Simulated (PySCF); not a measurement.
C5H6F2.
Numbering: `[CH2:1]=[C:2]([F:3])[CH2:4]/[CH:5]=[CH:6]\[F:7]` (hydrogens: H8, H9 on C1; H10, H11 on C4; H12 on C5; H13 on C6)

The geometry is computed with GFN2-xTB (gas phase).

Q: What internal coordinates does the optimisation give?

A: 
```
          bond  length (Å)
         C1=C2       1.318
         C2–F3       1.355
         C2–C4       1.499
         C4–C5       1.501
         C5=C6       1.319
         C6–F7       1.345
         C1–H8       1.075
         C1–H9       1.073
C4–H10, C4–H11       1.092
        C5–H12       1.078
        C6–H13       1.079
```

Bonds in one row agree within 0.01 Å and their mean is given. A selection of angles:
```
     angle  degrees
  C2–C1–H8    121.3
  C2–C1–H9    120.8
  H8–C1–H9    117.9
  C1–C2–F3    119.6
  C1–C2–C4    127.8
  F3–C2–C4    112.6
  C2–C4–C5    109.9
 C2–C4–H10    109.5
 C2–C4–H11    108.4
 C5–C4–H10    110.4
H10–C4–H11    109.5
  C4–C5–C6    124.4
 C4–C5–H12    116.9
 C6–C5–H12    118.7
  C5–C6–F7    122.3
 C5–C6–H13    125.9
 F7–C6–H13    111.8
```

Dihedral angles: C1–C2–C4–C5 -109° (anticlinal); C2–C4–C5–C6 118° (anticlinal); C4–C5–C6–F7 1° (synperiplanar). The mirror-image conformer, all signs reversed, is as good.

Of the pairs four or more bonds apart, F7···H10 is among the closest relative to their van der Waals radii: 2.47 Å, 92 % of the sum of Bondi's values. The C–C distances run from 1.318 Å (C1=C2, drawn double) to 1.501 Å (C4–C5, drawn single), a spread of 0.183 Å.

Point group: C1 (no symmetry element, even within 0.4 Å). No frequency check. The numbers are those of one conformer.
